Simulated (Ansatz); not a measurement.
Calculated with Ansatz (gas phase, PBE0-D4/def2-TZVP geometries, no zero-point term in ΔE). CCSD(T)/CBS is the MP2 limit (def2-TZVPP, def2-QZVPP) plus CCSD(T) − MP2 in def2-TZVPP, frozen cores. Functionals use def2-TZVPP. B3LYP here is the variant with VWN-RPA as its local correlation; programs differ in this. For Mg outer-core shells are correlated without core-valence functions, which leaves a few kJ/mol of doubt a bond. Each species was taken in one conformer, which may not be the lowest.

Consider the ligand exchange at the Si–C bond: `NC([SiH3])S` + `[OH][Mg][O][SiH3]` → `[SiH3][O][Mg][O][SiH3]` + `NCS`.

CCSD(T)/CBS gives -1.33 eV.

Q: Another level gave -1.29 eV. Which?
A. HF/def2-TZVPP
B. PBE0-D4/def2-TZVPP
C. B3LYP-D4/def2-TZVPP
D. B2PLYP/def2-TZVPP

A: C. B3LYP-D4 -1.29, B2PLYP -1.36, HF/def2-TZVPP -1.61, PBE0-D4 -1.21 eV.

Largest T1 diagnostic among the species: 0.011.

The D4 term adds +0.09 eV with B3LYP and +0.05 eV with PBE0; it sums over pairs of atoms, weighted by their polarisabilities, and B3LYP, whose exchange is more repulsive, gets the larger term. From PBE to PBE0 (25 % exact exchange), in def2-TZVPP and without D4, ΔE moves by −0.07 eV.
